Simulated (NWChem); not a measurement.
KF; SMILES [F][K]

```xyz
2

K      0.0000     0.0000    -0.7269
F      0.0000     0.0000     1.4490
```
Atoms are numbered in this order, from 1.

All runs: NWChem. All runs use the structure optimised with B3LYP/6-31G* (spherical d). GIAO values for the isolated, static molecule; σ is the absolute isotropic shielding, δ = σ(reference) − σ with the isolated reference molecule computed at the same levels (19F: trichlorofluoromethane).

For level PBE0/pcSseg-1:

```
Item        Value
----------  -----
δ F2 (ppm)  -30.1
```

Problem. What are these values for level LDA (Slater exchange, VWN5)/pcSseg-1?

Solution. The δ F2 (ppm) is -4.2.
